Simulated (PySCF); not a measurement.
FHSeZn, SMILES [F][Zn][SeH]. Atoms are numbered in the order given.

```xyz
4

Zn    -0.0008     0.8649     0.0000
F      0.0034     2.6258     0.0000
Se    -0.0423    -1.4152     0.0000
H      1.4307    -1.4632     0.0000
```

Geometry optimised at B3LYP-D3(BJ)/def2-TZVP. Other conformers were not sampled.

These are PBE0/def2-TZVPD (PySCF) values and carry that method's errors.

Mulliken values depend strongly on the basis, most of all with diffuse functions as here. Atomic charges (e):

```tsv
atom	Mulliken	meta-Löwdin
Zn1	0.53	[?]
F2	-0.56	[?]
Se3	-0.15	[?]
H4	0.18	[?]
```

Question: Fill in the missing entries. (Estimate from the structure and the level; the computed values follow.)

Answer: 
- Zn1, meta-Löwdin: 1.27
- F2, meta-Löwdin: -0.78
- Se3, meta-Löwdin: -0.57
- H4, meta-Löwdin: 0.08
